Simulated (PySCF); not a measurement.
A geometry optimisation, step by step.

Compound: SnH2MeF, CH5FSn.
Bonds: Sn1–C4, Sn1–F8. Hydrogens: H2, H3 on Sn1; H5, H6, H7 on C4.

Method: PBE0-D3(BJ)/def2-SVP geometry optimisation, gas phase, def2 core potentials past Kr (PySCF 2.14.0); density fitting, grid level 1; the optimiser is geomeTRIC in internal coordinates, started from a GFN2-xTB structure with every atom displaced at random (about 0.03 Å). 9 of its 12 geometries are shown. The frame can shift and turn from step to step; on so coarse a grid that alone can change the energy by a few meV, and forces under 0.02 eV/Å are noise.

Step 0: E = -9659.7178 eV, largest atomic force 5.068 eV/Å
```
atom  x, y, z in Å  |  force x, y, z in eV/Å
Sn1     0.629   -0.740    0.418   -1.824   2.139   0.263
H2      0.508   -0.956    2.063   -0.001   0.043   0.730
H3      2.052   -0.980   -0.229    2.215  -0.247  -0.870
C4     -0.452    1.001   -0.409   -3.373  -3.711   0.728
H5     -0.173    1.919   -0.066    1.301   3.042   1.139
H6     -1.601    0.901   -0.106    2.272  -0.019  -0.460
H7     -0.458    0.961   -1.481    0.278  -0.047  -0.963
F8     -0.367   -2.193   -0.275   -0.868  -1.200  -0.567
```

Step 1: E = -9660.2148 eV, largest atomic force 0.955 eV/Å
```
atom  x, y, z in Å  |  force x, y, z in eV/Å
Sn1     0.562   -0.704    0.387    0.418  -0.850  -0.119
H2      0.447   -0.867    2.105    0.098  -0.002  -0.232
H3      2.168   -0.916   -0.301   -0.516   0.049   0.326
C4     -0.473    0.954   -0.383   -0.534   0.272  -0.187
H5     -0.127    1.925   -0.002    0.161  -0.044  -0.089
H6     -1.526    0.839   -0.089   -0.082   0.001   0.054
H7     -0.444    0.918   -1.481    0.138   0.147   0.032
F8     -0.469   -2.234   -0.320    0.317   0.429   0.215
```

Step 3: E = -9660.2643 eV, largest atomic force 0.120 eV/Å
```
atom  x, y, z in Å  |  force x, y, z in eV/Å
Sn1     0.557   -0.726    0.375   -0.043   0.074   0.013
H2      0.482   -0.889    2.076    0.011  -0.005   0.049
H3      2.129   -0.917   -0.258    0.103  -0.005  -0.018
C4     -0.503    0.961   -0.388   -0.074   0.010  -0.002
H5     -0.095    1.905    0.002    0.005  -0.030   0.002
H6     -1.559    0.871   -0.092    0.041   0.037  -0.012
H7     -0.438    0.961   -1.485    0.002   0.023   0.007
F8     -0.434   -2.252   -0.312   -0.045  -0.104  -0.039
```

Step 4: E = -9660.2661 eV, largest atomic force 0.069 eV/Å
```
atom  x, y, z in Å  |  force x, y, z in eV/Å
Sn1     0.553   -0.730    0.371   -0.066   0.020   0.003
H2      0.483   -0.892    2.075    0.001  -0.004   0.002
H3      2.133   -0.914   -0.256    0.051   0.001  -0.011
C4     -0.508    0.963   -0.388    0.011  -0.022  -0.008
H5     -0.089    1.899    0.008    0.003  -0.004   0.019
H6     -1.563    0.882   -0.092   -0.001   0.021   0.002
H7     -0.440    0.972   -1.484   -0.008   0.007  -0.001
F8     -0.430   -2.265   -0.317    0.009  -0.019  -0.006
```

Step 6: E = -9660.2675 eV, largest atomic force 0.028 eV/Å
```
atom  x, y, z in Å  |  force x, y, z in eV/Å
Sn1     0.543   -0.738    0.358    0.018  -0.019   0.002
H2      0.476   -0.911    2.063   -0.016  -0.007  -0.013
H3      2.137   -0.897   -0.255   -0.026   0.009   0.004
C4     -0.515    0.965   -0.380    0.023  -0.001  -0.003
H5     -0.077    1.884    0.035   -0.003   0.011   0.007
H6     -1.570    0.902   -0.083   -0.009  -0.005   0.007
H7     -0.446    0.998   -1.476   -0.008  -0.004   0.002
F8     -0.409   -2.289   -0.344    0.021   0.017  -0.006
```

Step 7: E = -9660.2688 eV, largest atomic force 0.098 eV/Å
```
atom  x, y, z in Å  |  force x, y, z in eV/Å
Sn1     0.534   -0.752    0.334    0.092  -0.032   0.015
H2      0.453   -0.964    2.034   -0.029  -0.015  -0.022
H3      2.142   -0.856   -0.258   -0.050   0.009   0.010
C4     -0.523    0.971   -0.358   -0.014   0.037   0.029
H5     -0.069    1.867    0.089   -0.005   0.004  -0.026
H6     -1.578    0.921   -0.055   -0.005  -0.035   0.006
H7     -0.464    1.042   -1.453    0.009  -0.009   0.004
F8     -0.357   -2.315   -0.418    0.002   0.042  -0.016
```

Step 8: E = -9660.2698 eV, largest atomic force 0.110 eV/Å
```
atom  x, y, z in Å  |  force x, y, z in eV/Å
Sn1     0.534   -0.756    0.323    0.105  -0.025   0.018
H2      0.439   -0.999    2.018   -0.024  -0.017  -0.021
H3      2.147   -0.834   -0.260   -0.044   0.006   0.012
C4     -0.527    0.973   -0.344   -0.032   0.049   0.039
H5     -0.071    1.863    0.117   -0.004  -0.002  -0.039
H6     -1.580    0.921   -0.036   -0.001  -0.042   0.003
H7     -0.473    1.061   -1.437    0.017  -0.009   0.004
F8     -0.331   -2.316   -0.464   -0.018   0.039  -0.015
```

Step 10: E = -9660.2733 eV, largest atomic force 0.045 eV/Å
```
atom  x, y, z in Å  |  force x, y, z in eV/Å
Sn1     0.553   -0.752    0.317   -0.007   0.022  -0.007
H2      0.420   -1.067    1.995    0.011  -0.006   0.014
H3      2.162   -0.811   -0.264    0.029  -0.002   0.010
C4     -0.526    0.978   -0.317   -0.036   0.017   0.021
H5     -0.092    1.880    0.140    0.000  -0.013  -0.017
H6     -1.577    0.889   -0.007    0.009   0.000  -0.005
H7     -0.480    1.066   -1.411    0.010   0.002   0.003
F8     -0.323   -2.268   -0.536   -0.015  -0.020  -0.018
```

Step 11: E = -9660.2736 eV, largest atomic force 0.021 eV/Å
```
atom  x, y, z in Å  |  force x, y, z in eV/Å
Sn1     0.554   -0.753    0.314   -0.018   0.008  -0.005
H2      0.421   -1.077    1.991    0.008  -0.003   0.004
H3      2.166   -0.806   -0.260    0.016   0.000   0.005
C4     -0.529    0.979   -0.314   -0.004   0.000   0.008
H5     -0.094    1.879    0.143   -0.002  -0.002  -0.003
H6     -1.580    0.889   -0.004    0.003   0.000  -0.003
H7     -0.481    1.070   -1.408    0.000  -0.002  -0.002
F8     -0.320   -2.266   -0.548   -0.003  -0.001  -0.004
```

Problem. Summarise the path.

Solution. The energy falls by 53.63 kJ/mol from step 0 to step 11; nine tenths of that is first reached at step 2. It falls at every step. The largest force goes from 5.068 to 0.021 eV/Å. Among the bonds Sn1–H3 changes most, from 1.581 to 1.712 Å; the atoms move by 0.099 Å rms after alignment.

The cost below is that of the whole optimisation. On an Arm Neoverse V1 with one thread, no GPU, shared host with 32 logical CPUs at a one-minute load of 18, this took 29 s of wall time and 0.31 GiB of memory at its peak.
